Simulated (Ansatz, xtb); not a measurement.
System: OsO₃, charge 0, multiplicity 1. SMILES: [O]=[Os](=[O])=[O]
Structure (B3LYP-D3(BJ)/def2-TZVP (Ansatz, a first-principles code) minimum search):
```
Os
O 1 1.6957
O 1 1.6957 2 120.00
O 1 1.6957 2 120.00 3 -180.00
```
Charge 0, spin multiplicity 1.

Harmonic wavenumbers from GFN2-xTB (xtb, at its own minimum), cm⁻¹: 261, 261, 279, 889, 963, 964.

Task: Give the harmonic wavenumbers at B3LYP-D3(BJ)/def2-TZVP (Ansatz, finite differences of forces, unscaled).

Result: 149, 308, 308, 1003, 1003, 1044 cm⁻¹. Zero-point energy 5.5 kcal/mol.

Task: From these and the geometry, give the ideal-gas thermochemistry at 298.15 K and 1 atm (rigid rotor, harmonic oscillator).

Result: Point group D3h, rotational symmetry number 6. Rotational constants 7.323, 7.323, 3.662 GHz. S(trans) 42.31, S(rot) 21.35, S(vib) 5.69, S(elec, spin only) 0.00, S 69.3 cal/(mol K). H(298) - H(0) 3.35 kcal/mol; G - E(el) -11.9 kcal/mol.
